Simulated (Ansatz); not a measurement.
CHNZn at its PBE0-D4/def2-TZVP geometry, where that method's forces vanish. Charge 0, multiplicity 1. The bonds changed during the relaxation, so this is another structure than the one it started from.

```xyz
4

C     0.7249   -0.0478    0.6283
N     0.3459   -0.9632    1.2039
Zn   -2.1525    0.2050   -1.9261
H     1.0817    0.8061    0.0939
```

**Question.** What forces (eV/Å) does ωB97M-V/def2-TZVPP give on these atoms in Ansatz 0.2.0? (An estimate is asked.)

**Answer.** Ansatz gave: 
```
C1  -0.012 -0.057  0.046
N2   0.054  0.136 -0.087
Zn3 -0.008  0.000 -0.007
H4  -0.034 -0.079  0.049
```
